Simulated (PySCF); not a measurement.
silyloxysilylformaldehyde (CH6O2Si2), SMILES O=C[SiH2]O[SiH3].

Coordinates come from a PBE-D3(BJ)/def2-SVP optimisation. One conformer was computed; it need not be the lowest.

Computed with PBE-D3(BJ)/def2-SVP (PySCF 2.14.0).

Frequencies are harmonic and unscaled.

Question: List the normal modes with their intensities. (An estimate is asked for; the answer gives what the named calculation found.)

Answer: 
```
mode  ν (cm⁻¹)  IR (km/mol)  moving atoms (share of kinetic energy)
----  --------  -----------  --------------------------------------
1           21          0.0                 O 63 %, Si 20 %, H 17 %
2           57          0.0                                  H 88 %
3           63          0.9                 O 44 %, Si 39 %, H 15 %
4           84          9.3                  O 42 %, H 28 %, C 24 %
5          144         11.0          O 42 %, Si 34 %, H 15 %, C 9 %
6          297          3.8                 O 58 %, C 21 %, Si 17 %
7          453         21.1                         H 85 %, Si 12 %
8          598          2.9                 Si 64 %, O 20 %, H 16 %
9          680         10.4                 C 55 %, Si 26 %, H 18 %
10         682          5.8                                  H 93 %
11         710         44.6                 H 80 %, Si 10 %, O 10 %
12         714         61.8                          H 82 %, O 12 %
13         848        357.9                         H 85 %, Si 13 %
14         865         19.0                          H 57 %, C 37 %
15         907        209.1                                  H 93 %
16         912         66.6                                  H 96 %
17         916         92.6                                  H 96 %
18         964        220.5                         H 83 %, Si 14 %
19        1059        402.1                  O 75 %, Si 17 %, H 8 %
20        1325         12.5                          H 81 %, C 12 %
21        1733        102.8                          C 57 %, O 42 %
22        2153         55.3                                  H 98 %
23        2162          0.1                                  H 96 %
24        2164        101.9                                  H 98 %
25        2167        246.0                                  H 96 %
26        2193        106.1                                  H 96 %
27        2715        163.0                                  H 92 %
```
